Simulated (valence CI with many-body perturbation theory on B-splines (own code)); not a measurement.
Which ion has this spectrum?

A relativistic CI+MBPT calculation for an atom or ion with 32 electrons gives these levels (cm⁻¹):

```tsv
J	Parity	E	g
0	even	0	
1	even	178621	1.50
2	even	201554	1.21
2	even	397571	1.29
0	even	450307	
2	odd	643511	1.71
1	odd	724642	0.93
2	odd	812510	1.47
3	odd	855240	1.33
0	odd	902341	
2	odd	918593	1.07
1	odd	922916	1.27
1	odd	967101	1.47
2	odd	998772	0.81
```

The energies are calculated, and their last digits are not significant.

(1) Which is it?
A. Ce26+
B. Pr27+
C. Nd28+
D. Cs23+

Answers

(1) A. Ce26+, ground level (4s^2 4p1/2^2) J=0.
